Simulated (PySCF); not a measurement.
Below is a simulated gas-phase Cl 2p photoelectron spectrum of (HBe-mu-Cl)2, Be2Cl2H2.

Every computed line was given a Gaussian of 0.4 eV full width at half maximum and an area set by the number of equivalent atoms (split 2:1 within a doublet); the highest printed point is 100. Computed, not measured: delta-SCF UKS SCAN, pcX-2 on the ionised atom, pcseg-1 elsewhere, spin-free X2C (PySCF).

(binding energy (eV), intensity): (206.7, 0), (206.8, 3), (206.9, 11), (207.0, 32), (207.1, 67), (207.2, 97), (207.3, 100), (207.4, 73), (207.5, 38), (207.6, 14), (207.7, 4), (207.8, 1), (207.9, 0), (208.0, 0), (208.1, 0), (208.2, 0), (208.3, 0), (208.4, 1), (208.5, 3), (208.6, 9), (208.7, 24), (208.8, 41), (208.9, 51), (209.0, 45), (209.1, 28), (209.2, 12), (209.3, 4), (209.4, 1), (209.5, 0)

Problem. How many maxima does the curve show, and how many computed lines lie under it?

Solution. The curve has 2 maxima (at 207.3 and 208.9 eV). Under it lie 2 lines from 1 inequivalent chlorine site, drawn as a 2p3/2, 2p1/2 pair.

Problem. Decompose the envelope and assign each component. Bonds: Be1–Cl3, Be1–Cl6, Cl3–Be4, Be4–Cl6. Hydrogens: H2 on Be1; H5 on Be4.

Solution. 
```
position (eV)  relative area      line    atoms              environment
       207.26           1.33  Cl 2p3/2  Cl3/Cl6  chlorine bonded to 2 Be
       208.91           0.67  Cl 2p1/2  Cl3/Cl6  chlorine bonded to 2 Be
```

No satellites, vibrations or lifetime broadening are included. Atoms equivalent by their bonding share one computed value, that of the first of them. The 2p values add to the ΔSCF energy of one spin-free hole a correction within the shell (spin–orbit coupling, ligand field). 2p1/2 minus 2p3/2 (ligand field included): Cl 1.65 eV. Geometry: PBE0-D3(BJ)/def2-SVP, one conformer, isolated molecule.
